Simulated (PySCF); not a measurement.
**Electron correlation in F (fluorine, neutral)**

[He] 2s2 2p5, 2P determinant. Computed with PySCF 2.14 in aug-cc-pwCVTZ (7s6p4d2f, 59 functions), with no relativity, point nucleus. Frozen: 1s2; 7 electrons correlated.

```
  level  correlation energy (mhartree)
   CCSD                        -223.02
    (T)                          -4.68
CCSD(T)                        -227.70
```

Diagnostics: T1 = 0.0075, D1 = 0.0123, largest double amplitude 0.033.

Is a single reference adequate?

Yes: T1 lies below 0.03 and no double amplitude reaches 0.07.
